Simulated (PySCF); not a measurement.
## Excitation energy of Ne⁺ by level of theory

Ne⁺ [He] 2s2 2p5 (2P) → Ne⁺ [He] 2s1 2p6 (2S), as a difference of total energies. All numbers are calculated (PySCF 2.14, scalar relativity by spin-free X2C-1e, in dyall-acv3z (15s9p4d2f, 76 functions)). Correlated levels: valence: 1s2 frozen; virtual orbitals above 40 to 60 times the deepest correlated orbital energy dropped. The calculations carry no spin-orbit coupling.

Order these methods by the excitation energy they give, lowest first.
A. CCSD(T) (valence)
B. SCS-MP2 (valence)
C. CCSD (valence)
D. MP2 (valence)

A (27.001 eV), C (27.186 eV), B (27.479 eV), D (27.623 eV).

Errors of the correlated levels include the incompleteness of this basis and the frozen core.

For comparison: 26.878 eV (measured; NIST levels, between the centres of gravity of the two terms).
